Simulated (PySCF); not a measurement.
Job file and geometry (Å, from GFN2-xTB) of an NMR shielding run on `C(C)(C)N[Si@H]1CC=N1`, C₅H₁₂N₂Si, GIAO PBE0/pcSseg-1 NMR shielding, non-relativistic, gas phase (PySCF); density fitting, a coarse starting grid and PySCF grid level 2 are the driver's defaults:

```
$ OMP_NUM_THREADS=1 python probes_run.py task.json out

{"job": {"kind": "nmr", "xc": "PBE0", "basis": "pcSseg-1"}, "charge": 0, "multiplicity": 1}
C     -2.366637     1.151396     0.493789
C     -1.433168     0.335790    -0.398040
C     -1.998285    -1.061394    -0.652771
N     -0.118991     0.279740     0.205957
Si     1.321260     0.053203    -0.686737
C      2.957599     0.427110     0.255549
C      3.210790    -1.007739    -0.056590
N      2.208825    -1.512585    -0.664873
H     -1.937518     2.131411     0.684685
H     -2.513456     0.645998     1.446301
H     -3.333873     1.277875     0.014900
H     -1.311384     0.848220    -1.356768
H     -2.963127    -0.999007    -1.149294
H     -2.125813    -1.592146     0.288632
H     -1.311913    -1.626317    -1.278270
H     -0.163139    -0.115757     1.135033
H      1.182520     0.626902    -2.014889
H      2.904197     0.623729     1.323735
H      3.686981     1.104955    -0.181358
H      4.099984    -1.580706     0.178277
```

**Question.** What does the program print?

**Answer.** 
```
coarse grid: 16624 points
cycle   1  E = -596.0733571025  dE =  9.706e-01  |g| = 6.277e-01  |ddm| = 3.931e+00
cycle   2  E = -595.9917664656  dE =  8.159e-02  |g| = 8.797e-01  |ddm| = 1.338e+00
cycle   3  E = -596.1636071753  dE = -1.718e-01  |g| = 1.649e-01  |ddm| = 8.572e-01
cycle   4  E = -596.1694906716  dE = -5.883e-03  |g| = 4.332e-02  |ddm| = 1.500e-01
cycle   5  E = -596.1698875876  dE = -3.969e-04  |g| = 1.272e-02  |ddm| = 4.620e-02
cycle   6  E = -596.1699203666  dE = -3.278e-05  |g| = 4.434e-03  |ddm| = 1.431e-02
cycle   7  E = -596.1699244601  dE = -4.093e-06  |g| = 6.742e-04  |ddm| = 3.782e-03
final grid: 154416 points
cycle   8  E = -596.2143801860  dE = -4.721e-05  |g| = 9.594e-03  |ddm| = 2.990e-02
cycle   9  E = -596.2143719355  dE =  8.250e-06  |g| = 1.135e-02  |ddm| = 1.833e-02
cycle  10  E = -596.2144032011  dE = -3.127e-05  |g| = 1.073e-03  |ddm| = 9.926e-03
cycle  11  E = -596.2144034163  dE = -2.151e-07  |g| = 4.330e-04  |ddm| = 1.098e-03
cycle  12  E = -596.2144034543  dE = -3.799e-08  |g| = 1.248e-04  |ddm| = 3.994e-04
cycle  13  E = -596.2144034574  dE = -3.140e-09  |g| = 4.696e-05  |ddm| = 1.365e-04
cycle  14  E = -596.2144034579  dE = -4.529e-10  |g| = 9.963e-06  |ddm| = 4.294e-05
converged SCF energy = -596.2144034579

GIAO shielding tensors (ppm)
atom      isotropic    diamagn.    paramagn.     s11        s22        s33       span
  0 C      158.023     246.738     -88.715    139.210    148.165    186.692     47.482
  1 C      136.963     240.981    -104.018    118.573    133.761    158.556     39.982
  2 C      154.081     248.420     -94.339    133.014    144.656    184.574     51.561
  3 N      185.060     326.527    -141.467    165.413    178.586    211.182     45.769
  4 Si     357.044     880.421    -523.377    325.436    361.648    384.050     58.614
  5 C      148.825     261.181    -112.357    113.609    146.360    186.505     72.896
  6 C      -13.245     262.240    -275.485   -138.943    -25.530    124.737    263.680
  7 N     -203.588     332.894    -536.482   -593.766   -188.249    171.252    765.018
  8 H       30.203      29.720       0.483     26.296     28.103     36.210      9.914
  9 H       30.840      30.324       0.517     28.071     29.148     35.302      7.232
 10 H       30.471      28.728       1.742     26.244     27.905     37.263     11.019
 11 H       28.602      31.979      -3.377     25.452     28.076     32.278      6.827
 12 H       30.401      29.561       0.840     26.152     27.792     37.258     11.106
 13 H       30.678      31.020      -0.342     28.385     28.774     34.875      6.490
 14 H       30.146      30.918      -0.771     26.270     28.703     35.466      9.195
 15 H       30.776      36.830      -6.053     24.143     31.631     36.555     12.412
 16 H       26.449      30.448      -3.999     23.376     25.615     30.356      6.980
 17 H       29.418      34.166      -4.748     26.384     28.875     32.994      6.611
 18 H       29.225      31.983      -2.759     26.497     27.619     33.558      7.061
 19 H       22.291      29.781      -7.490     20.532     22.403     23.939      3.407
```

Size and cost of the density-fitted run: 203 basis functions, 40 s wall time on 1 thread of an Arm Neoverse V1, shared host; peak memory 0.91 GiB.
